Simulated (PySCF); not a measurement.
These compounds are isomers of formula C₅H₇ClN₂Si.

A. `C=Nc1ccn([SiH2]Cl)c1`
B. `C=C[Si@@H](Cl)n1cccn1`
C. `[SiH3]Nc1ccc(Cl)nc1`
D. SMILES C=Cc1cc(Cl)n([SiH3])n1

Spectrum 1. 1H NMR (300 MHz, computed): δ 8.01 (s, 1H), 7.30 (d, 1H), 7.02 (d, 1H), 4.81 (s, 3H), 3.15 (br s, 1H). 13C{1H} NMR (computed): δ 150.9 (C), 146.4 (C), 142.1 (CH), 129.4 (CH), 124.8 (CH).

Spectrum 2. 1H NMR (300 MHz, computed): δ 7.96 (d, 1H), 7.30 (m, 1H), 7.20 (d, 1H), 6.89 (m, 1H), 6.57 (m, 1H), 5.80 (s, 2H). 13C{1H} NMR (computed): δ 147.1 (CH2), 145.7 (C), 130.4 (CH), 124.1 (CH), 106.4 (CH).

Spectrum 3. 1H NMR (300 MHz, computed): δ 6.98 (m, 1H), 6.71 (s, 1H), 5.98 (m, 1H), 5.67 (m, 1H), 5.15 (s, 3H). 13C{1H} NMR (computed): δ 160.3 (C), 143.5 (C), 138.7 (CH), 121.3 (CH2), 107.8 (CH).

Spectrum 4. 1H NMR (300 MHz, computed): δ 7.96 (m, 1H), 7.94 (m, 1H), 7.38 (m, 1H), 6.71 (m, 1H), 6.63 (m, 1H), 6.39 (m, 1H), 6.03 (d, 1H). 13C{1H} NMR (computed): δ 148.2 (CH), 145.5 (CH2), 141.9 (CH), 139.1 (CH), 112.7 (CH).

PySCF calculation with GIAO PBE0/pcSseg-1 shieldings and GFN2-xTB geometry; one conformer, no solvent, rapidly exchanging positions averaged, non-relativistic.

References, each an isolated molecule treated in the same way: 1H and 13C against TMS. Where no couplings were computed, multiplicities follow the n + 1 count of equivalent neighbours, and m marks all less simple cases (inequivalent or close neighbours, rings, F or P nearby). Shifts are as computed. Against solution values, carbons near 30 ppm lie about +3 ppm off and those near 130 ppm about +5 ppm; carbons on Cl a further +6 ppm. Of 1211 compounds with measured shifts, 218 miss one by over three times the rms of a fit or turn the order of signals round; such compounds aren't used in these exercises. Carbons bonded to Cl come out too deshielded. OH and NH positions are gas-phase values without hydrogen bonding to other molecules.

Which spectrum belongs to which compound?

Answers

1–C, 2–A, 3–D, 4–B.

- Spectrum 1 (C): 5 13C signals; δC 146.4 is an aromatic carbon bearing nitrogen; δC 142.1 is an aromatic CH next to a ring nitrogen.
- Spectrum 2 (A): 5 13C signals; δC 145.7 is an aromatic carbon bearing nitrogen; δH 7.30 is the hydrogen on an aromatic CH next to a ring nitrogen.
- Spectrum 3 (D): 5 13C signals; δC 138.7 is an alkene CH; δC 121.3 is a terminal =CH2 carbon.
- Spectrum 4 (B): 5 13C signals; δC 148.2 is an aromatic CH next to a ring nitrogen; δC 145.5 is a terminal =CH2 carbon.
